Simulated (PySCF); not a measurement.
## Electron correlation in Mg (magnesium, neutral)

[Ne] 3s2, closed-shell 1S. Calculation: PySCF 2.14, in aug-cc-pCVTZ; no relativity, point nucleus. Frozen: [Ne]; 2 electrons correlated.

With two correlated electrons CCSD is exact within the correlated space (frozen core and kept virtual orbitals).

| level | correlation energy (mhartree) |
| --- | --- |
| CCSD | -33.83 |

Diagnostics: T1 = 0.017, D1 = 0.0237, largest double amplitude 0.083.

Task: Is a single reference adequate?

Result: Mostly. T1 lies below 0.03, but a double amplitude of this size points to a near-degeneracy that CCSD handles and MP2 describes poorly.
